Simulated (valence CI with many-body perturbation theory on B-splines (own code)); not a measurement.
## Br29+: electric-dipole lines

Level of theory: valence CI with perturbative core correlation (CI+MBPT): four valence electrons over a frozen Dirac-Fock core [He], radial functions for each j: 11 s, 11 p, 10 d, 8 f, 5 g, 2 h, with the one-electron correlation potential Σ1, the two-electron term Σ2, the three-electron term Σ3, Breit, model QED; selected CI, second order for the rest, scaled by the run's own slope (own B-spline code, finite nucleus).

No measured spectrum was set against this ion. As an estimate, large intervals hold to a few tenths of a per cent, small ones and those within an open d or f shell to about a per cent. Among the levels kept, up to 1100 cm⁻¹ of a level comes from second order outside the variational space, and about a tenth of that is noise between levels of different J, which matters for small intervals.

Lines 151 to 200 of 548 in falling wavelength, among levels below 2282.4 eV, chosen from the strongest by gf and those to the six lowest levels. Wavelengths and rates use the calculated energies. Electric multipoles are in the length gauge with retardation, E1 and E2 with the static RPA response of the core. Weak lines are less certain than strong ones. Lines between different terms over intervals too small for the method are left out, as are lines whose strength nearly cancels. The highest levels of a list are the least certain.

Levels are named by their leading jj configuration (3d3/2^4 stands for four electrons in 3d with j = 3/2), which in mixed levels can hold well under half, so a name can repeat and another be missing. Letters in brackets count levels of one name in rising energy.

| λ vac (Å) | Upper | Lower | A (s⁻¹) | S (a.u.) |
| --- | --- | --- | --- | --- |
| 89.20 | (2s 2p3/2^2 3d5/2) J=5 | (2s^2 2p3/2 3d5/2) J=4 | 8.77e+09 | 3.38e-02 |
| 88.93 | (2p1/2^2 2p3/2 3s) J=2 | (2s 2p1/2 2p3/2 3s) J=3 | 2.29e+10 | 3.98e-02 |
| 88.88 | (2s 2p3/2^2 3s) J=3 | (2s^2 2p3/2 3s) J=2 | 1.80e+10 | 4.35e-02 |
| 87.75 | (2s 2p3/2^2 3p3/2) J=4 | (2s^2 2p3/2 3p3/2) J=3 | 1.03e+10 | 3.10e-02 |
| 86.84 | (2s 2p3/2^2 3p1/2) J=3 | (2s^2 2p3/2 3p1/2) J=2 | 1.13e+10 | 2.55e-02 |
| 84.52 | (2s 2p1/2 2p3/2^2) J=2 [a] | (2s^2 2p1/2 2p3/2) J=1 | 2.01e+10 | 2.99e-02 |
| 82.22 | (2p1/2^2 2p3/2^2) J=2 | (2s 2p1/2 2p3/2^2) J=3 | 3.84e+10 | 5.27e-02 |
| 82.07 | (2p1/2 2p3/2^2 3p3/2) J=3 [b] | (2s 2p1/2 2p3/2 3p3/2) J=2 [c] | 1.24e+10 | 2.37e-02 |
| 81.76 | (2s 2p1/2 2p3/2^2) J=3 | (2s^2 2p1/2 2p3/2) J=2 | 1.27e+10 | 2.39e-02 |
| 81.51 | (2p3/2^3 3s) J=2 | (2s 2p3/2^2 3s) J=2 [b] | 6.82e+10 | 9.11e-02 |
| 80.89 | (2p1/2^2 2p3/2 3d5/2) J=4 | (2s 2p1/2 2p3/2 3d5/2) J=4 [a] | 1.33e+10 | 3.12e-02 |
| 80.63 | (2p1/2 2p3/2^3) J=1 | (2s 2p1/2 2p3/2^2) J=1 [b] | 4.43e+10 | 3.44e-02 |
| 80.59 | (2p1/2 2p3/2^2 3p3/2) J=4 | (2s 2p1/2 2p3/2 3p3/2) J=3 [c] | 1.65e+10 | 3.84e-02 |
| 80.41 | (2s 2p3/2^2 3p3/2) J=2 [a] | (2s^2 2p3/2 3p3/2) J=1 | 1.87e+10 | 2.39e-02 |
| 79.72 | (2p1/2 2p3/2^2 3s) J=3 | (2s 2p1/2 2p3/2 3s) J=2 [c] | 2.10e+10 | 3.67e-02 |
| 79.18 | (2p1/2 2p3/2^2 3p1/2) J=3 | (2s 2p1/2 2p3/2 3p1/2) J=2 [c] | 1.72e+10 | 2.94e-02 |
| 75.21 | (2s 2p1/2 2p3/2 3d5/2) J=4 [c] | (2s^2 2p1/2 3d5/2) J=3 | 2.78e+10 | 5.26e-02 |
| 74.92 | (2p1/2^2 2p3/2^2) J=2 | (2s 2p1/2 2p3/2^2) J=2 [a] | 2.55e+10 | 2.64e-02 |
| 74.90 | (2p1/2 2p3/2^3) J=1 | (2s 2p1/2 2p3/2^2) J=2 [b] | 3.28e+10 | 2.04e-02 |
| 74.58 | (2s 2p1/2 2p3/2 3p3/2) J=3 [c] | (2s^2 2p1/2 3p3/2) J=2 | 3.71e+10 | 5.31e-02 |
| 74.28 | (2s 2p1/2 2p3/2 3d5/2) J=3 [c] | (2s^2 2p1/2 3d5/2) J=2 | 2.61e+10 | 3.69e-02 |
| 73.40 | (2s 2p1/2 2p3/2 3d3/2) J=3 [c] | (2s^2 2p1/2 3d3/2) J=2 | 2.99e+10 | 4.09e-02 |
| 72.94 | (2s 2p1/2 2p3/2 3p3/2) J=2 [c] | (2s^2 2p1/2 3p3/2) J=1 | 3.49e+10 | 3.34e-02 |
| 72.89 | (2p3/2^4) J=0 | (2s 2p3/2^3) J=1 | 1.94e+11 | 3.70e-02 |
| 72.76 | (2s 2p1/2 2p3/2 3p1/2) J=2 [c] | (2s^2 2p1/2 3p1/2) J=1 | 4.17e+10 | 3.96e-02 |
| 72.34 | (2s 2p1/2 2p3/2 3d5/2) J=2 [c] | (2s^2 2p1/2 3d5/2) J=2 | 4.10e+10 | 3.83e-02 |
| 72.28 | (2s 2p1/2 2p3/2 3s) J=2 [c] | (2s^2 2p1/2 3s) J=1 | 4.12e+10 | 3.84e-02 |
| 72.15 | (2s 2p3/2^2 3p3/2) J=3 [b] | (2s^2 2p3/2 3p3/2) J=2 | 1.58e+10 | 2.04e-02 |
| 71.62 | (2s 2p3/2^2 3d5/2) J=2 [b] | (2s^2 2p3/2 3d5/2) J=1 | 2.79e+10 | 2.53e-02 |
| 71.43 | (2s 2p1/2 2p3/2 3d3/2) J=2 [c] | (2s^2 2p1/2 3d3/2) J=2 | 4.85e+10 | 4.36e-02 |
| 71.37 | (2s 2p1/2 2p3/2 3d3/2) J=2 [d] | (2s^2 2p1/2 3d3/2) J=1 | 3.76e+10 | 3.37e-02 |
| 70.88 | (2s 2p1/2 2p3/2 3p1/2) J=1 [b] | (2s^2 2p1/2 3p1/2) J=1 | 6.66e+10 | 3.51e-02 |
| 70.76 | (2s 2p1/2 2p3/2 3p1/2) J=1 [c] | (2s^2 2p1/2 3p1/2) J=0 | 4.93e+10 | 2.59e-02 |
| 70.71 | (2s 2p1/2 2p3/2 3d5/2) J=1 [c] | (2s^2 2p1/2 3d5/2) J=2 | 3.63e+10 | 1.90e-02 |
| 70.66 | (2s 2p3/2^3) J=2 | (2s^2 2p3/2^2) J=2 | 7.86e+10 | 6.84e-02 |
| 70.60 | (2s 2p1/2 2p3/2 3p3/2) J=1 [c] | (2s^2 2p1/2 3p3/2) J=1 | 4.81e+10 | 2.51e-02 |
| 70.39 | (2s 2p1/2 2p3/2 3d5/2) J=3 [d] | (2s^2 2p1/2 3d5/2) J=3 | 5.05e+10 | 6.08e-02 |
| 70.28 | (2s 2p1/2 2p3/2 3d5/2) J=3 [d] | (2s^2 2p1/2 3d5/2) J=2 | 1.89e+10 | 2.27e-02 |
| 70.19 | (2s 2p3/2^2 3d5/2) J=3 [d] | (2s^2 2p3/2 3d5/2) J=3 | 6.53e+10 | 7.80e-02 |
| 70.14 | (2s 2p1/2 2p3/2 3p3/2) J=2 [d] | (2s^2 2p1/2 3p3/2) J=2 | 4.96e+10 | 4.22e-02 |
| 69.98 | (2p1/2^2 2p3/2^2) J=2 | (2s 2p1/2^2 2p3/2) J=1 | 2.30e+10 | 1.95e-02 |
| 69.83 | (2p1/2 2p3/2^3) J=2 | (2s 2p1/2 2p3/2^2) J=2 [b] | 4.74e+10 | 3.99e-02 |
| 69.73 | (2s 2p1/2^2 2p3/2) J=1 | (2s^2 2p1/2^2) J=0 | 5.06e+10 | 2.54e-02 |
| 68.84 | (2s 2p1/2 2p3/2 3s) J=1 [c] | (2s^2 2p1/2 3s) J=1 | 6.55e+10 | 3.17e-02 |
| 68.67 | (2s 2p1/2 2p3/2 3d3/2) J=1 [d] | (2s^2 2p1/2 3d3/2) J=2 | 7.67e+10 | 3.68e-02 |
| 68.61 | (2s 2p3/2^2 3d5/2) J=3 [b] | (2s^2 2p3/2 3d3/2) J=3 | 3.73e+10 | 4.16e-02 |
| 68.60 | (2s 2p1/2 2p3/2 3p3/2) J=1 [d] | (2s^2 2p1/2 3p3/2) J=2 | 9.11e+10 | 4.35e-02 |
| 68.58 | (2s 2p1/2 2p3/2 3d5/2) J=2 [d] | (2s^2 2p1/2 3d5/2) J=3 | 9.25e+10 | 7.36e-02 |
| 68.42 | (2p1/2^2 2p3/2 3d5/2) J=4 | (2s 2p1/2^2 3d5/2) J=3 | 2.02e+10 | 2.88e-02 |
| 68.40 | (2p1/2 2p3/2^2 3s) J=1 [b] | (2s 2p1/2 2p3/2 3s) J=2 [c] | 6.88e+10 | 3.26e-02 |
